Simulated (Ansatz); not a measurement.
Gas-phase reaction in SMILES: [SiH3][SiH2]Cl + 2 [H][H] (H2) -> Cl (HCl) + 2 [SiH4] (SiH4)
Structures are relaxed separately at B3LYP-D3(BJ)/def2-TZVP in Ansatz (a quantum-chemistry and plane-wave program).

Wanted: energy of full hydrogenation (electronic energy difference), in kcal/mol. Correlated levels leave the core frozen unless marked. No spin-orbit coupling. Non-relativistic. Basis-set limits of correlation are two-point, X^-3; Hartree-Fock from the larger set.

CCSD(T)/CBS(cc-pV(T+d)Z,cc-pV(Q+d)Z) (Ansatz) gives 12.8 kcal/mol.

Task: Another calculation gave 10.8 kcal/mol. Which level was it?
(A) BHLYP/def2-TZVPD (Ansatz)
(B) B2GP-PLYP/def2-TZVPD (Ansatz)
(C) r2SCAN/def2-TZVPD (Ansatz)

Result: B, B2GP-PLYP/def2-TZVPD (Ansatz). The others give 6.8 (BHLYP), 14.4 (r2SCAN) kcal/mol.
